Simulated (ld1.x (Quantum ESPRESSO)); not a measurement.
**What the settings do to the TM potential of Sr (Z = 38)**

Base potential:

ld1.x (Quantum ESPRESSO) 7.5 input, shortened:

```
&input
   title='Sr', zed=38., rel=2, dft='PBE', iswitch=3,
   config='[Kr] 4d0 5s2 5p0', rel_dist='average'
 /
 &inputp
   pseudotype=2, tm=.true., lloc=0,
   nlcc=.false.
 /
3
4P  2  1   6.00   0.00  2.65  2.65  0.0
4D  3  2   0.00   0.00  3.00  3.00  0.0
4S  1  0   2.00   0.00  2.35  2.35  0.0
 &test
   configts(1)='4s2 4p6 4d0 5s2 5p0'
 /
```

Open shells are filled in proportion to 2j + 1 (rel_dist='average').

Occupied shells without a wave of their own: 5s. They enter only through the test configuration that unscreens the potential.

Cutoffs, loose and tight: the cutoffs (Ry, on a coarse ladder) from which the occupation-weighted sum of valence levels, in a spherical-Bessel basis at the reference potential, stays within 10 and 1 mRy of its value at 400 Ry. They do not see the model core or the augmentation charge, which bear on the density cutoff. Test errors are all-electron minus pseudo excitation energies from the reference, over the configurations 4s2 4p6 4d0 5s1 5p0; 4s2 4p6 4d0 5s0 5p0; 4s2 4p6 4d0 5s1.5 5p0; 4s2 4p5 4d0 5s2 5p0; 4s1 4p6 4d0 5s2 5p0; 4s2 4p6 4d1 5s0 5p0; 4s2 4p6 4d0 5s0 5p2. A dash means not determined; rows that change the core or the reference have their own tests.

A true bound ghost makes a file unfit for plane-wave use even where its test errors are small: the radial tests pick states by their node count and pass the ghost by.

Cutoffs are not given where the Bessel-basis levels miss the radial ones by over 6 mRy, ghosts where they miss by over 20 mRy; a channel whose overlap is not positive is not tested.

| change | outcome | cutoff, loose | cutoff, tight | bound ghosts | largest test error (meV) |
| --- | --- | --- | --- | --- | --- |
| base | generated, misses its reference levels by 0.88 eV | 18 Ry | 35 Ry | none | -3459 |
| scalar-relativistic | generated, misses its reference levels by 0.89 eV | 18 Ry | 35 Ry | none | -3464 |
| all radii scaled by about 1.13 (s 2.66, p 3.00, d 3.40 bohr) | generated, misses its reference levels by 1.18 eV | – | – | not determined | -4773 |
| wave 4s (bound): rc 2.35 bohr becomes 4s (bound): rc 2.14 bohr | generated, misses its reference levels by 0.54 eV | 18 Ry | 40 Ry | none | -2123 |
| local potential the d channel | generated, misses its reference levels by 0.27 eV | 18 Ry | 30 Ry | none | -1161 |
| core correction a·sin(br)/r model core inside 1.04 bohr | failed: run_pseudo: Errors in PS-KS equation | – | – | – | – |
| wave 4p (bound): rc 2.65 bohr becomes 4p (bound): rc 2.34 bohr | generated, misses its reference levels by 0.88 eV | 18 Ry | 30 Ry | none | -3460 |
| reference 4s2 4p6 4d0 5s1.75 5p0 | generated, misses its reference levels by 0.96 eV | 18 Ry | 35 Ry | none | -3007 |
| all radii scaled by about 1.12 (s 2.64, p 2.98, d 3.36 bohr) | generated, misses its reference levels by 1.14 eV | – | – | none | -4579 |

(1) What comes out with this change to the base: wave 4d (bound): rc 3.00 bohr becomes 4d (bound): rc 1.98 bohr?

(2) What comes out with this change to the base: wave 4s (bound): rc 2.35 bohr becomes 4s (bound): rc 1.98 bohr?

## Answers

(1) outcome: generated, misses its reference levels by 0.88 eV; cutoff, loose: 18 Ry; cutoff, tight: 35 Ry; bound ghosts: d5/2, d3/2; largest test error (meV): -3459.

(2) outcome: generated, misses its reference levels by 0.35 eV; cutoff, loose: 25 Ry; cutoff, tight: 45 Ry; bound ghosts: none; largest test error (meV): -1374.
